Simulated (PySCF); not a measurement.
## Radial density of C+ (carbon, charge +1)

M06, [He] 2s1 2p1 3s1, high-spin 4P determinant (an excited configuration). Computed with PySCF 2.14 in dyall-acv3z (15s9p4d2f, 76 functions), with the spin-free X2C one-electron Hamiltonian (Gaussian nucleus).

```tsv
r (bohr)	4πr²ρ (e/bohr)	4πr²(ρα − ρβ)
0.00362	0.02060	0.0007
0.00608	0.05602	0.0020
0.0102	0.1497	0.0053
0.0172	0.3880	0.0138
0.0289	0.9535	0.0340
0.0487	2.134	0.0763
0.0819	4.049	0.1427
0.138	5.897	0.1910
0.232	5.676	0.1563
0.390	2.877	0.2024
0.655	1.319	0.9010
1.10	1.599	1.5894
1.85	0.6941	0.6941
3.12	0.3444	0.3444
5.25	0.1606	0.1606
8.82	0.005910	0.0059
```

Densities and radii are taken from the X2C orbitals without a picture-change correction, which distorts them close to the nucleus.

The outer electron is Rydberg-like, and this basis confines it to a smaller radius and binds it less than a complete one would.
